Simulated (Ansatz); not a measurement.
The same path of CH$_{5}$FOSi (9 atoms, charge 0, multiplicity 1) was run twice with different band settings. Lost on the way: Si1–H2, Si1–F3. Made: H2–F3.

These are results of RKS B3LYP/cc-pVDZ (Ansatz 0.2.0), not measurements.

Relaxed end points:

```xyz
9
Properties=species:S:1:pos:R:3
Si 0.004 -0.027 0.287
H 0.753 0.200 1.546
F 1.096 -0.169 -0.942
O -0.959 1.315 0.070
C -1.950 1.429 -0.946
H -2.538 0.499 -1.056
H -2.635 2.244 -0.664
H -1.493 1.675 -1.920
H -0.809 -1.278 0.252
```

```xyz
9
Properties=species:S:1:pos:R:3
Si -0.716 -0.544 0.652
H 1.735 0.493 1.004
F 1.511 0.455 0.099
O -1.622 0.845 0.326
C -2.091 1.337 -0.921
H -3.177 1.514 -0.856
H -1.597 2.298 -1.147
H -1.887 0.626 -1.744
H -0.687 -1.137 -0.785
```

Common settings: spring 5.0 eV/Å²; optimiser quadratic models (default); start path through a guess of the saddle point; force threshold 0.03 eV/Å; iteration limit 60; end points relaxed.

| run | movable images | climbing image |
| --- | --- | --- |
| 1 | 7 | yes |
| 2 | 3 | no |

(1) What does each run give, and how far can it be trusted?

Results:

(1) Run 1: converged after 28 iterations, highest image 3.363 eV above the first end. Beside the main top the profile has a ripple of under 15 meV (maxima at images 2, 5), which may be a very shallow well or noise. Neighbouring images differ by up to 2.6 eV, so the band resolves the path poorly. A vibrational analysis at the climbing image gives one clearly imaginary mode, 1220i cm⁻¹: a first-order saddle point.
Run 2: converged after 14 iterations, highest image 2.855 eV above the first end. Neighbouring images differ by up to 2.6 eV, so the band resolves the path poorly. No image climbed, so the highest image needn't sit at the top of the path. So few images can step over the top or miss a turn of the path.
The orbitals stay closed-shell, which can raise the energy where a bond breaks towards radicals; this wasn't checked here.
